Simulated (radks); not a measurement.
Q: Dipole-allowed excitations along the series with 12 electrons in [Ne] 3s2. All-electron calculation, non-relativistic Kohn-Sham, LB94 model potential, spin-polarised, spherical densities, point nucleus. Program: a radial shooting solver on a logarithmic mesh with Libxc functionals. Time-dependent linear response with the Hartree and adiabatic LDA kernel, continuum included through the Sternheimer equations. Lines are the poles of the dipole polarisability below minus the highest occupied eigenvalue, found on a grid refined at the orbital gaps; the lowest seven at most are given, and weak or close lines can be missed. The first line takes the name of the lowest orbital gap if no other gap lies below it; otherwise a line is named after a gap within 0.6 % of it, if that gap stands alone.

species  -e(HOMO) (eV)  lowest orbital gap (eV)  first line (eV)      f  strongest line (eV)  its f  static alpha (bohr^3)
Co15+           509.20             3s-3p 34.220   43.290 (3s-3p)  0.670            the first  0.670                 0.2773
Ni16+           567.09             3s-3p 36.204   45.750 (3s-3p)  0.642            the first  0.642                 0.2377
Cu17+           628.00             3s-3p 38.187   48.207 (3s-3p)  0.617            the first  0.617                 0.2054
Ga19+           758.93             3s-3p 42.151   53.115 (3s-3p)  0.571            the first  0.571                 0.1564
Ge20+           828.93             3s-3p 44.131   55.567 (3s-3p)  0.551       405.97 (3s-4p)  0.573                 0.1377

Estimate the first line of Zn18+, its oscillator strength and the static polarisability.

A: 50.663 eV (3s-3p), f = 0.593, alpha = 0.1787 bohr^3.
